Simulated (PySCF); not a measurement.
C₅H₅FO. Atoms are numbered in the order given.

```xyz
12

C      1.8539     0.1731     1.8736
C      1.1057     0.0380     0.9360
C      0.1587    -0.1436    -0.1806
F      0.8113    -0.7842    -1.2029
C     -1.2200    -0.7606     0.1080
C     -1.7514     0.5642    -0.4593
O     -0.4077     1.0559    -0.6306
H      2.5274     0.3001     2.7038
H     -1.4081    -1.6607    -0.4912
H     -1.4298    -0.9476     1.1685
H     -2.2894     0.5004    -1.4189
H     -2.3216     1.1922     0.2430
```

The structure is a stationary point at ωB97X-D3(BJ)/def2-SVP. The structure was generated by enumeration; whether it is a known compound was not checked.

Computed with PySCF with ωB97X-D3(BJ)/def2-SVP.

Harmonic, unscaled wavenumbers; measured fundamentals usually lie a few per cent lower.

### Question
List the normal modes with their intensities. (The exact figures need the calculation; the answer reports its results.)

### Answer

```json
[
 {"mode": "1", "ν (cm⁻¹)": "80", "IR (km/mol)": "1.4", "moving atoms (share of kinetic energy)": "C 49 %, H 37 %, O 8 %"},
 {"mode": "2", "ν (cm⁻¹)": "181", "IR (km/mol)": "3.9", "moving atoms (share of kinetic energy)": "C 61 %, H 25 %, O 9 %"},
 {"mode": "3", "ν (cm⁻¹)": "196", "IR (km/mol)": "1.0", "moving atoms (share of kinetic energy)": "C 40 %, F 27 %, O 19 %, H 14 %"},
 {"mode": "4", "ν (cm⁻¹)": "382", "IR (km/mol)": "1.1", "moving atoms (share of kinetic energy)": "C 42 %, F 31 %, H 23 %"},
 {"mode": "5", "ν (cm⁻¹)": "475", "IR (km/mol)": "9.6", "moving atoms (share of kinetic energy)": "F 34 %, C 33 %, O 27 %"},
 {"mode": "6", "ν (cm⁻¹)": "537", "IR (km/mol)": "10.9", "moving atoms (share of kinetic energy)": "C 75 %, H 12 %"},
 {"mode": "7", "ν (cm⁻¹)": "573", "IR (km/mol)": "4.8", "moving atoms (share of kinetic energy)": "C 62 %, O 20 %, H 12 %"},
 {"mode": "8", "ν (cm⁻¹)": "658", "IR (km/mol)": "0.3", "moving atoms (share of kinetic energy)": "C 50 %, F 35 %, H 8 %"},
 {"mode": "9", "ν (cm⁻¹)": "757", "IR (km/mol)": "30.6", "moving atoms (share of kinetic energy)": "H 74 %, C 26 %"},
 {"mode": "10", "ν (cm⁻¹)": "761", "IR (km/mol)": "28.0", "moving atoms (share of kinetic energy)": "H 73 %, C 27 %"},
 {"mode": "11", "ν (cm⁻¹)": "788", "IR (km/mol)": "0.8", "moving atoms (share of kinetic energy)": "H 85 %, C 11 %"},
 {"mode": "12", "ν (cm⁻¹)": "908", "IR (km/mol)": "10.0", "moving atoms (share of kinetic energy)": "C 45 %, O 32 %, H 23 %"},
 {"mode": "13", "ν (cm⁻¹)": "958", "IR (km/mol)": "35.5", "moving atoms (share of kinetic energy)": "H 53 %, C 29 %, F 16 %"},
 {"mode": "14", "ν (cm⁻¹)": "1007", "IR (km/mol)": "5.8", "moving atoms (share of kinetic energy)": "C 61 %, H 35 %"},
 {"mode": "15", "ν (cm⁻¹)": "1073", "IR (km/mol)": "121.1", "moving atoms (share of kinetic energy)": "O 48 %, C 44 %"},
 {"mode": "16", "ν (cm⁻¹)": "1149", "IR (km/mol)": "132.1", "moving atoms (share of kinetic energy)": "C 67 %, O 19 %, H 14 %"},
 {"mode": "17", "ν (cm⁻¹)": "1174", "IR (km/mol)": "13.1", "moving atoms (share of kinetic energy)": "H 75 %, C 19 %"},
 {"mode": "18", "ν (cm⁻¹)": "1199", "IR (km/mol)": "40.2", "moving atoms (share of kinetic energy)": "C 49 %, H 47 %"},
 {"mode": "19", "ν (cm⁻¹)": "1211", "IR (km/mol)": "34.7", "moving atoms (share of kinetic energy)": "H 61 %, C 37 %"},
 {"mode": "20", "ν (cm⁻¹)": "1263", "IR (km/mol)": "112.3", "moving atoms (share of kinetic energy)": "C 61 %, H 33 %"},
 {"mode": "21", "ν (cm⁻¹)": "1314", "IR (km/mol)": "129.4", "moving atoms (share of kinetic energy)": "C 71 %, H 28 %"},
 {"mode": "22", "ν (cm⁻¹)": "1371", "IR (km/mol)": "9.5", "moving atoms (share of kinetic energy)": "H 62 %, C 33 %"},
 {"mode": "23", "ν (cm⁻¹)": "1459", "IR (km/mol)": "15.1", "moving atoms (share of kinetic energy)": "H 87 %, C 13 %"},
 {"mode": "24", "ν (cm⁻¹)": "1524", "IR (km/mol)": "1.4", "moving atoms (share of kinetic energy)": "H 88 %, C 12 %"},
 {"mode": "25", "ν (cm⁻¹)": "2281", "IR (km/mol)": "19.0", "moving atoms (share of kinetic energy)": "C 90 %, H 10 %"},
 {"mode": "26", "ν (cm⁻¹)": "3092", "IR (km/mol)": "49.4", "moving atoms (share of kinetic energy)": "H 95 %"},
 {"mode": "27", "ν (cm⁻¹)": "3138", "IR (km/mol)": "3.8", "moving atoms (share of kinetic energy)": "H 94 %"},
 {"mode": "28", "ν (cm⁻¹)": "3156", "IR (km/mol)": "19.9", "moving atoms (share of kinetic energy)": "H 90 %, C 10 %"},
 {"mode": "29", "ν (cm⁻¹)": "3216", "IR (km/mol)": "3.2", "moving atoms (share of kinetic energy)": "H 90 %, C 10 %"},
 {"mode": "30", "ν (cm⁻¹)": "3483", "IR (km/mol)": "60.3", "moving atoms (share of kinetic energy)": "H 85 %, C 15 %"}
]
```
